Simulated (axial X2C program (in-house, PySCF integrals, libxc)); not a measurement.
## Worked dissociation energy of HfCl: CCSD, spin-free

Calculated with an in-house relativistic program for diatomic molecules. Spin-free means the one-electron spin-free X2C Hamiltonian. Basis: Hf dyall-cv3z [13s14p9d7f4g], Cl dyall-av3z [9s8p3d2f] (cores contracted in-house); Gaussian nuclei, density fitting, unrestricted open shells. Masses: Hf 179.947 u, Cl 34.969 u.

Molecular state: M_S = 1/2, Λ = 2 (beyond evenly filled blocks: δ+α).

Correlated methods: 19 electrons correlated (number of frozen shells: Hf 4 s, 3 p, 2 d, 1 f; Cl 2 s, 1 p), 315 virtual spin orbitals or spinors in MP2, 110 natural virtuals in coupled cluster.

| Quantity | Value |
| --- | --- |
| E(Hf) (2M_S = 2, M_L = 3) | -15073.883879 hartree |
| E(Cl) (2M_S = 1, M_L = 0) | -461.089754 hartree |
| E(HfCl) at Re | -15535.150941 hartree |
| ωe | 374.4 cm⁻¹ |
| ωexe | 1.08 cm⁻¹ |

(1) Work out De and D0.

The state is a single determinant with fixed occupations, the lowest that a limited PBE0 search found. De is counted from the lowest determinant-based energies of the atoms at the same level, without counterpoise correction. CCSD ran in a truncated set of natural virtual spinors with an MP2 remainder; without triples it tends to underbind. PBE0 can misorder states that lie within some tenths of an eV, so this need not be the ground state of the molecule. The nearest other spin-free determinant of the search, M_S = 1/2, Λ = 1, lies 0.33 eV up at the distance of the search. The determinant is spin-polarised beyond a pure state at some levels (its spin-free form has ⟨S²⟩ too high), which makes Re and μ there less reliable.

Each atomic determinant is the lowest at this level and need not be a pure term. Totals compare only within one Hamiltonian and basis.

Results:

(1) De = -15073.883879 + (-461.089754) − (-15535.150941) = 0.17731 hartree = 4.825 eV. The zero-point energy is ωe/2 − ωexe/4 = 187 cm⁻¹ = 0.023 eV, so D0 = 4.802 eV.
